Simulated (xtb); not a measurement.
GaHF2, SMILES [F][GaH][F]. All values are semi-empirical tight-binding results from xtb (GFN2-xTB unless named), good for trends rather than for accurate numbers. Coordinates come from a GFN2-xTB optimisation.

For metal compounds this method's bond lengths and energies can be far off.

```json
{
 "point_group_as_xtb_finds_it": "C2v",
 "orbital_gap": "5.23 eV",
 "zero_point_energy": "5.3 kcal/mol",
 "G − E(el) at 298.15 K (modified RRHO)": "-11.7 kcal/mol"
}
```
